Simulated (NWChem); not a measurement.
C₃H₇FSi; SMILES [SiH3]/C=C(/C)F

Results from NWChem. Pople sets run with spherical d functions. Each level has its own optimisation. Brackets give each atom's bonded neighbours.

| level | r C–C [C(CCF)–C(CHHH)] (Å) | r C–F (Å) | r C–C [C(CCF)–C(CHSi)] (Å) | r C–Si (Å) | dipole (D) |
|---|---|---|---|---|---|
| B3LYP/6-31G* | 1.493 | 1.362 | [?] | 1.870 | 2.13 |
| Hartree-Fock/6-31G* | 1.492 | 1.340 | 1.317 | 1.874 | 2.20 |
| PBE-D3(BJ)/def2-SVP | 1.492 | 1.361 | 1.347 | 1.877 | 2.11 |

Some entries are withheld; supply them.


- B3LYP/6-31G*, r C–C [C(CCF)–C(CHSi)] (Å): 1.334
